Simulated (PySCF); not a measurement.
## NMR problem set

[PySCF 2.14.0 with density-fitted response routines: GIAO PBE0/pcSseg-1 shieldings; geometry: GFN2-xTB; no solvent model; non-relativistic; a single conformation; rapidly exchanging positions averaged]

Chemical shifts δ = σref − σ; TMS for $^{1}$H and $^{13}$C, all at this level. Splittings of carbon signals by F and P are missing where no couplings were computed. Where no couplings were computed, multiplicities follow the n + 1 count of equivalent neighbours, and m marks all less simple cases (inequivalent or close neighbours, rings, F or P nearby). Shifts are as computed. Against solution values, carbons near 30 ppm lie about +3 ppm off and those near 130 ppm about +5 ppm; carbons on Cl a further +6 ppm. Of 1211 compounds with measured shifts, 218 miss one by over three times the rms of a fit or turn the order of signals round; such compounds aren't used in these exercises. Carbons bonded to Cl come out too deshielded.

(1) C6H7FO2. $^{1}$H NMR (400 MHz, computed): δ 6.54 (m, 1H), 6.26 (m, 1H), 5.98 (m, 1H), 5.09 (m, 1H), 4.58 (s, 3H). $^{13}$C{$^{1}$H} NMR (computed): δ 176.5 (C), 164.8 (C), 142.6 (CH), 133.1 (CH2), 95.0 (CH), 63.2 (CH3). Identify the compound.

(2) C4H7ClO2. $^{1}$H NMR (400 MHz, computed): δ 3.88 (s, 3H), 3.71 (t, 2H), 2.71 (t, 2H). $^{13}$C{$^{1}$H} NMR (computed): δ 178.4, 54.0, 45.0, 41.1. Give a structure.

(3) C6H7FO2. $^{1}$H NMR (300 MHz, computed): δ 6.04 (m, 1H), 3.90 (s, 3H), 1.59 (s, 3H). $^{13}$C{$^{1}$H} NMR (computed): δ 287.8 (C), 142.3 (CH), 140.4 (C), 102.0 (C), 60.8 (CH3), 9.1 (CH3). Give a structure.

## Answers

(1) SMILES C=C/C(=C/C(=O)F)OC. Rings plus π bonds: 3 (no ring in the answer). 6 carbon signals for 6 carbons: no two carbons are equivalent. Carbon types of the structure: 2 × C, 2 × CH, 1 × CH2, 1 × CH3, which accounts for all hydrogens. δC 176.5: alkene carbon bearing oxygen; an sp2 carbon further deshielded by the attached heteroatom. δC 133.1: terminal =CH2 carbon; an sp2 carbon of a C=C bond. δC 95.0: β carbon of an enol-ether or enamine type C=C; the O or N lone pair pushes π density onto this β carbon and shields it. δC 63.2: methyl carbon bonded to O; pulled downfield by the heteroatom.

The shifts were computed for this structure.

(2) `COC(=O)CCCl`. The formula gives 1 degree of unsaturation (no ring in the answer). 4 carbon signals for 4 carbons: no two carbons are equivalent. Carbon types of the structure: 1 × C, 2 × CH2, 1 × CH3, which accounts for all hydrogens. δC 178.4: ester carbonyl carbon; it is a carbonyl in resonance with an O or N lone pair, the region of acids, esters and amides. δC 54.0: methyl carbon bonded to O; the inductive effect lowers its shielding. δH 3.71: hydrogen on an sp3 CH2 bonded to Cl; its carbon carries Cl, an electronegative neighbour. δH 2.71: hydrogen on an sp3 CH2 α to a carbonyl; α to C=O.

This is the structure that produced the data.

(3) `CO/C=C(\C)C(F)=C=O`. Rings plus π bonds: 3 (no ring in the answer). 6 carbon signals for 6 carbons: no two carbons are equivalent. Carbon types of the structure: 3 × C, 1 × CH, 2 × CH3, which accounts for all hydrogens. δC 142.3: alkene carbon bearing oxygen; an sp2 carbon further deshielded by the attached heteroatom. δC 140.4: terminal carbon of a ketene. δC 102.0: β carbon of an enol-ether or enamine type C=C; the O or N lone pair pushes π density onto this β carbon and shields it. δC 60.8: methyl carbon bonded to O; deshielded by the electronegative neighbour.

The data come from this structure; uniqueness wasn't tested.
